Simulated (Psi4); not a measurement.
C₂H₆N (SMILES C=[NH+]C), charge +1, singlet, geometry from GFN2-xTB. Base run: R2SCAN/3-21G (Psi4).

Here is a job for Psi4.
```
memory 2 GB

molecule mol {
1 1
C     1.196705    0.198002   -0.255143
N     0.156203   -0.258830    0.298603
C    -1.192818    0.058660   -0.044181
H     1.119568    0.903369   -1.075976
H     2.185864   -0.098450    0.070416
H     0.247177   -0.924346    1.072692
H    -1.704677    0.478110    0.825336
H    -1.236808    0.767256   -0.869450
H    -1.727870   -0.854098   -0.317293
}

set {
  basis 3-21g
  reference rks
}

energy('r2scan')
print_variables()
```

Each row names what was changed in the base input (with any setting that the change needs).

| change | ΔE vs base (mEh) | point group used | SCF cycles |
|---|---|---|---|
| base | 0.000 | c1 | 8 |
| jitter_ang = 0.002 | 0.223 | c1 | 8 |
| molecule keys = no_reorient | 0.000 | c1 | 8 |
| molecule keys = symmetry c1, no_reorient, no_com | 0.000 | c1 | 8 |
| molecule keys = symmetry c1 | 0.000 | c1 | 8 |
